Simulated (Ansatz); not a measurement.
Cost and result for the atomization energy of C₂H₁₀NPSi (`C[SiH](C)NP`) (15 atoms, 14 bonds).

Z-matrix (Å, degrees):
```
C
Si 1 1.865
H 1 1.093 2 111.1
H 1 1.094 2 110.4 3 120.2
H 1 1.093 2 111.3 3 -120.5
C 2 1.867 1 111.8 3 -57.8
N 2 1.737 1 110.5 3 62.0
H 2 1.494 1 107.9 3 -178.7
H 6 1.093 2 111.4 1 -179.5
H 6 1.093 2 111.1 1 59.7
H 6 1.093 2 110.5 1 -59.9
P 7 1.702 2 127.9 1 60.2
H 7 1.007 2 118.5 1 -131.5
H 12 1.425 7 100.8 2 -55.5
H 12 1.427 7 100.8 2 38.8
```

Total charge 0; spin multiplicity 1. Geometry: relaxed with PBE0-D4/def2-TZVP. It is one conformer, not always the lowest. Program: Ansatz. All runs use 2 threads of an AMD EPYC 7R13 on a shared host and a share of an NVIDIA H100 80 GB. Times are those of one run each, without the atoms' runs, and a repeat can differ threefold. Electronic energies, without spin–orbit coupling; frozen cores. CCSD(T)/CBS adds CCSD(T) − MP2 in def2-TZVPP to the MP2 limit, and its time is that of the two runs behind it. T1 = 0.011. B3LYP takes the VWN-RPA correlation (the form of Gaussian; ORCA's B3LYP/G).

CCSD(T)/CBS is a level of theory with its own doubt, some kJ/mol a heavy atom from the limit and from the frozen cores, so smaller differences don't rank the functionals.

| level | functions | wall time |
| --- | --- | --- |
| r2SCAN-D4/def2-TZVPP (with forces) | 317 | 9.5 s |
| PBE-D4/def2-TZVPP (with forces) | 317 | 11 s |
| PBE0-D4/def2-TZVPP | 317 | 12 s |
| B2PLYP/def2-TZVPP | 317 | 12 s |
| ωB97M-V/def2-TZVPP (with forces) | 317 | 12 s |
| ωB97X-V/def2-TZVPP | 317 | 15 s |
| MP2/def2-QZVPP | 611 | 16 s |
| B3LYP-D4/def2-TZVPP (with forces) | 317 | 16 s |
| CCSD(T)/def2-TZVPP | 317 | 16 s |
| CCSD(T)/CBS(def2) | – | 32 s |

Question: What atomization energy does each give, and how far from CCSD(T)/CBS? (Estimate.)

Answer: Ansatz gave: 
```tsv
level	atomization (kJ/mol)	difference from CCSD(T)/CBS	per bond
r2SCAN-D4/def2-TZVPP (with forces)	5239.2	-7.5	-0.5
PBE-D4/def2-TZVPP (with forces)	5295.4	48.7	3.5
PBE0-D4/def2-TZVPP	5240.2	-6.5	-0.5
B2PLYP/def2-TZVPP	5189.9	-56.8	-4.1
ωB97M-V/def2-TZVPP (with forces)	5282.4	35.7	2.5
ωB97X-V/def2-TZVPP	5287.6	40.9	2.9
MP2/def2-QZVPP	5199.4	-47.3	-3.4
B3LYP-D4/def2-TZVPP (with forces)	5271.3	24.6	1.8
CCSD(T)/def2-TZVPP	5104.5	-142.2	-10.2
CCSD(T)/CBS(def2)	5246.7	0.0	0.0
```

In def2-TZVPP, CCSD(T) changes the Hartree–Fock value by +1261.4 kJ/mol (the triples alone add +61.0 kJ/mol) and MP2 by +1271.6 kJ/mol; breaking electron pairs costs correlation energy, which Hartree–Fock lacks. The D4 term adds +55.4 kJ/mol with B3LYP and +29.5 kJ/mol with PBE0; it sums over pairs of atoms, weighted by their polarisabilities, and B3LYP, whose exchange is more repulsive, gets the larger term. From PBE to PBE0 (25 % exact exchange), in def2-TZVPP and without D4, the atomization energy moves by −50.1 kJ/mol: exact exchange takes away binding that semilocal exchange gives to molecules.
